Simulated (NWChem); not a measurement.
Molecule: CHCl2F; SMILES FC(Cl)Cl

```xyz
5

F      1.5952    -0.1809     0.0000
C      0.3872     0.4094     0.0000
Cl    -0.4994    -0.0603    -1.4819
Cl    -0.4994    -0.0603     1.4819
H      0.4963     1.4924     0.0000
```
Atoms are numbered in this order, from 1.

All runs: NWChem. Geometry: optimised at B3LYP/6-31G* (spherical d). GIAO values for the isolated, static molecule; σ is the absolute isotropic shielding, δ = σ(reference) − σ with the isolated reference molecule computed at the same levels (13C: tetramethylsilane, 19F: trichlorofluoromethane, 1H: tetramethylsilane).

What does the run give for KT2/pcSseg-1? Quantities: δ F1 (ppm); δ C2 (ppm); σ Cl3 (ppm); δ H5 (ppm).


```yaml
"δ F1 (ppm)": -98.8
"δ C2 (ppm)": 127.5
"σ Cl3 (ppm)": 540.9
"δ H5 (ppm)": 7.75
```
